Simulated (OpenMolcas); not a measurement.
# Ni3+: ligand-field states by method

Ni3+ with its 6 nearest fluoride ions at 1.951 Å, on the Zn site of KZnF3 (a = 4.054 Å, distance in the model lattice 2.027 Å). The rest of the host is ab initio model potentials to 7.6 Å, with orthogonalisation functions on the cations behind the ligands, and point charges beyond; the distance is set by hand and nothing relaxes, and no local charge compensation is placed. Ligand basis ANO-RCC-VDZP.

```json
{
  "Program": "OpenMolcas",
  "Basis": "ANO-RCC-VTZP [6s5p3d2f1g]",
  "Scalar Hamiltonian": "DKH2, point nucleus",
  "Active space": "7 electrons in 5 orbitals (3d)",
  "State averaging": "2S+1 = 4 even, 10 roots; 2S+1 = 2 even, 40 roots",
  "Spin-orbit coupling": "state interaction with AMFI integrals over the reference wave functions"
}
```

I. CASSCF
II. SS-CASPT2, IPEA 0.25 Eh, real shift 0.3 Eh (closed shells correlated: 3s 3p and the ligand valence shells)

Spin-free states (labels of O, the rotations of Oh) in cm-1, each column counted from its own energy of the first state listed:

```json
{"State": "4T1", "Degeneracy": "3", "I": "0", "II": "0"}
{"State": "4T2", "Degeneracy": "3", "I": "7798", "II": "12550"}
{"State": "2E", "Degeneracy": "2", "I": "14480", "II": "3720"}
{"State": "4A2", "Degeneracy": "1", "I": "17032", "II": "25910"}
{"State": "2T2", "Degeneracy": "3", "I": "21346", "II": "13410"}
{"State": "2T1", "Degeneracy": "3", "I": "21677", "II": "13740"}
{"State": "4T1", "Degeneracy": "3", "I": "26318", "II": "26000"}
{"State": "2T1", "Degeneracy": "3", "I": "27464", "II": "16490"}
{"State": "2A1", "Degeneracy": "1", "I": "28382", "II": "23590"}
{"State": "2T2", "Degeneracy": "3", "I": "31107", "II": "24180"}
{"State": "2T1", "Degeneracy": "3", "I": "33190", "II": "29390"}
{"State": "2E", "Degeneracy": "2", "I": "35766", "II": "30420"}
{"State": "2T2", "Degeneracy": "3", "I": "39304", "II": "34370"}
{"State": "2T1", "Degeneracy": "3", "I": "40121", "II": "38370"}
{"State": "2E", "Degeneracy": "2", "I": "40808", "II": "41630"}
{"State": "2T2", "Degeneracy": "3", "I": "50599", "II": "35030"}
{"State": "2T1", "Degeneracy": "3", "I": "52719", "II": "44940"}
{"State": "2A2", "Degeneracy": "1", "I": "53742", "II": "44120"}
{"State": "2T2", "Degeneracy": "3", "I": "79069", "II": "65380"}
{"State": "2E", "Degeneracy": "2", "I": "79673", "II": "66470"}
```

From I to II, I's first state of the same spin (4T2) moves from 7798 to 12550 cm-1, by about +4800 cm-1.

From I to II, I's first state of another spin (2E) moves from 14480 to 3720 cm-1, by about -11000 cm-1.

I: A least-squares ligand-field fit to the states below 45000 cm-1, each weighted by its degeneracy and with a free common offset, gives 10Dq = 9487 cm-1, B = 1317 cm-1 and C = 4903 cm-1 (C/B = 3.72), with an rms deviation of 305 cm-1. The same method and metal basis give the free ion B = 1428 cm-1 (fit to its terms below 60000 cm-1, rms deviation 19 cm-1), so the nephelauxetic ratio is β = 1317 / 1428 = 0.92; it hangs on how both fits weigh the states, and computed free-ion B values tend to be too large, so β mixes covalency with correlation.

χT at 300 K: I 3.43, II 3.34 cm3 K/mol.

Roots that are degenerate in the reference are averaged as groups; the widest CASPT2 spread within a group is 860 cm-1 (the 3-fold group of multiplicity 2 near 29400 cm-1 above the lowest state of its run, II). Shifts and gaps below about the spread of the groups concerned are not significant. Over all roots computed the reference weight is 0.72 to 0.77 in II; a low but even weight reflects the number of correlated electrons. An orbital triplet at a regular site is open to Jahn-Teller coupling, which can distort the site and quench the lowest spin-orbit gaps and is left out. This shell can be high or low spin here, a state of another spin lies low, and with metal d orbitals alone active their balance is uncertain, so the ground spin may be wrong. Ligand-to-metal charge-transfer states are missing. With no ligand orbital active B as a rule stays too high, so bands that hang on it stand too high and its fall with covalency is understated. Without dynamic correlation the repulsion within the d shell is too large (B by tens of per cent), so at a given field states of lower spin stand too high (holds for I). With metal d orbitals alone and no dynamic correlation 10Dq can be off by a tenth to a fifth, either way, in oxide and fluoride hosts (holds for I). A single d shell leaves out the double-shell effect, which counts most for late 3d ions, where the CASPT2 field can be off either way by tens of per cent (holds for II). These CASPT2 states fit no ligand-field parameters well, so their order and spin gaps are uncertain (holds for II). With one d shell and no ligand orbital active, 10Dq can be off by a tenth or more (holds for II). No measured value stands beside these numbers; the geometry was set by hand and not optimised.
